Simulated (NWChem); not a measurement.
System: CHAlClNO$_{2}$; SMILES C(=[N][Al]([Cl])[OH])=O

NWChem input:

```
start job
memory heap 200 mb stack 900 mb global 1100 mb
geometry units angstroms noautosym nocenter noautoz
  Al    -0.407739     0.625174    -0.000101
  Cl     1.207865     1.934541     0.000973
  N     -0.121303    -1.115701     0.000373
  C      0.139482    -2.288610     0.000150
  O      0.383407    -3.429527    -0.000066
  O     -1.956182     1.286605    -0.001410
  H     -2.788171     0.811796    -0.001987
end
basis spherical
  * library pcsseg-1
end
dft
  xc slater vwn_5
  iterations 150
end
property
  shielding
end
task dft property
```

Geometry: optimised at PBE0/def2-SVP.

GIAO values for the isolated, static molecule; σ is the absolute isotropic shielding, δ = σ(reference) − σ with the isolated reference molecule computed at the same levels (13C: tetramethylsilane, 1H: tetramethylsilane, 15N: ammonia, 17O: water).

Atoms are numbered as in the input.

Task: What results follow from this input? (LDA (Slater exchange, VWN5)/pcSseg-1, GIAO.) Quantities: σ Al1 (ppm); σ Cl2 (ppm); δ N3 (ppm); δ C4 (ppm); δ O5 (ppm); δ O6 (ppm); δ H7 (ppm).

Result: 
| Quantity | Value |
|---|---|
| σ Al1 (ppm) | 433.3 |
| σ Cl2 (ppm) | 966.9 |
| δ N3 (ppm) | 59.7 |
| δ C4 (ppm) | 125.2 |
| δ O5 (ppm) | 152.6 |
| δ O6 (ppm) | 56.7 |
| δ H7 (ppm) | 2.44 |
